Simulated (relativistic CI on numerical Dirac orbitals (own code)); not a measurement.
## Ru XV: computed level list

These numbers are calculated, not measured: Dirac-Coulomb-Breit CI, KLI orbitals optimised for each configuration, model QED (radiative potential, 1s self-energy scaled to tabulated hydrogen-like ionisation energies), unscaled Slater integrals (own radial code, finite nucleus).

Configuration list (outside the closed core [Ar] 3d10): 4s2, 4s 4p, 4p2, 4s 4d, 4d2, 4s 4f, 4p 4d, 4f2, 4p 4f, 4s 5s, 4s 5p, 4d 4f, 4s 5d, 4s 5f, 4s 6s, 4s 5g. Levels of other configurations are missing.

| No. | Configuration | Term | J | E (cm⁻¹) | % | Landé g | Lifetime (s) |
| --- | --- | --- | --- | --- | --- | --- | --- |
| 41 | 4p 4f | 3F | 4 | 1440985 | 35 | 1.160 | 2.30e-11 |
| 42 | 4p 4f | 1F | 3 | 1457192 | 31 | 0.987 | 1.03e-11 |
| 43 | 4d2 | 1D | 2 | 1457570 | 55 | 0.961 | 1.01e-11 |
| 44 | 4p 4f | 3G | 4 | 1458322 | 76 | 1.082 | 1.14e-11 |
| 45 | 4p 4f | 3G | 5 | 1471823 | 100 | 1.200 | 1.19e-11 |
| 46 | 4p 4f | 3D | 2 | 1477996 | 41 | 0.915 | 6.65e-12 |
| 47 | 4p 4f | 3D | 3 | 1478397 | 55 | 1.183 | 9.32e-12 |
| 48 | 4d2 | 3P | 0 | 1482201 | 98 |  | 6.91e-12 |
| 49 | 4d2 | 3P | 1 | 1484483 | 99 | 1.500 | 7.12e-12 |
| 50 | 4d2 | 3P | 2 | 1487676 | 97 | 1.484 | 7.44e-12 |
| 51 | 4p 4f | 3D | 1 | 1495020 | 100 | 0.499 | 9.89e-12 |
| 52 | 4p 4f | 3D | 2 | 1496213 | 51 | 0.925 | 7.33e-12 |
| 53 | 4p 4f | 3F | 3 | 1497547 | 45 | 1.122 | 6.26e-12 |
| 54 | 4d2 | 3F | 4 | 1498240 | 49 | 1.239 | 5.87e-12 |
| 55 | 4d2 | 1S | 0 | 1537032 | 96 |  | 7.72e-12 |
| 56 | 4p 4f | 1D | 2 | 1544340 | 59 | 0.993 | 7.47e-12 |
| 57 | 4p 4f | 1G | 4 | 1567702 | 53 | 1.002 | 4.96e-12 |
| 58 | 4s 5d | 3D | 1 | 1583157 | 100 | 0.499 | 1.58e-11 |
| 59 | 4s 5d | 3D | 2 | 1584150 | 98 | 1.163 | 1.56e-11 |
| 60 | 4s 5d | 3D | 3 | 1586173 | 100 | 1.334 | 1.52e-11 |
| 61 | 4s 5d | 1D | 2 | 1595656 | 90 | 1.003 | 1.74e-11 |
| 62 | 4s 5f | 3F° | 2 | 1774473 | 100 | 0.666 | 1.49e-11 |
| 63 | 4s 5f | 3F° | 3 | 1774545 | 100 | 1.083 | 1.48e-11 |
| 64 | 4s 5f | 3F° | 4 | 1774651 | 100 | 1.250 | 1.47e-11 |
| 65 | 4s 5f | 1F° | 3 | 1778221 | 100 | 1.000 | 1.59e-11 |
| 66 | 4s 5g | 3G | 3 | 1827391 | 100 | 0.749 | 3.55e-12 |
| 67 | 4s 5g | 3G | 4 | 1827477 | 100 | 1.050 | 3.54e-12 |
| 68 | 4s 5g | 3G | 5 | 1827591 | 100 | 1.200 | 3.53e-12 |
| 69 | 4s 6s | 3S | 1 | 1828091 | 100 | 2.001 | 5.33e-12 |
| 70 | 4s 5g | 1G | 4 | 1835930 | 98 | 1.000 | 3.51e-12 |

Energies count from the lowest computed level; ° marks odd parity; lifetimes are radiative, by E1, M1, E2, M2 decay to levels of this space only.

The mean weight of the leading LS term, summed over parents, in these 30 levels is 81 %, and that of the leading jj configuration (from the same eigenvectors) 69 %, so LS coupling describes them better.

At this charge energies of transitions that change n are usually good to better than 1 %, and those within a shell (Δn = 0) to a few per cent.

LS names give the leading component of a level, which can be under half, so a name can repeat, a term be missing and a line seem to break the LS rules.
